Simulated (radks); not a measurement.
Results of a calculation; reference values are marked as such.
Question: Code: a radial shooting solver on a logarithmic mesh with Libxc functionals. Model: Dirac Kohn-Sham, PBEsol, spin-unpolarised, spherical densities, finite nucleus; open shells fill j = l - 1/2 first; Fermi nuclear charge, rms radius of each element as measured or else 0.836 A^(1/3) + 0.57 fm. Each species is in its NIST ground configuration. Rank Be+, Ne+, O+, B+, N+, F+, Li+, C+ by radius at which the density is 0.001 e/bohr^3 (bohr), largest first.

Answer: Be+ 3.47, B+ 3.33, C+ 3.18, N+ 3.02, O+ 2.88, F+ 2.75, Ne+ 2.63, Li+ 1.86.
